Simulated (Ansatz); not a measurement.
Results of the Gaussian-basis code of Ansatz.

A structure relaxed at PBE0-D4/def2-TZVP, charge 0, multiplicity 1:

Cartesian coordinates in Å:
```
F -0.767 -0.544 2.586
C -0.887 -0.503 1.204
Si 0.556 0.417 0.395
F 0.480 1.967 0.828
Al 0.527 0.186 -2.072
H -1.848 -0.034 0.961
H -0.919 -1.534 0.829
H 1.807 -0.137 0.991
H 0.778 1.432 -3.021
H 0.273 -1.251 -2.702
```

Problem. Give its formula and SMILES.

Solution. CH5AlF2Si, `FC[SiH](F)[AlH2]`.

Problem. Summarise the bond lengths by kind.

Solution. 1 × C–F 1.389 Å; 1 × C–Si 1.892 Å; 2 × C–H 1.096 to 1.098 Å; 1 × F–Si 1.611 Å; 1 × Al–Si 2.478 Å; 1 × H–Si 1.492 Å; 2 × Al–H 1.586 to 1.590 Å.
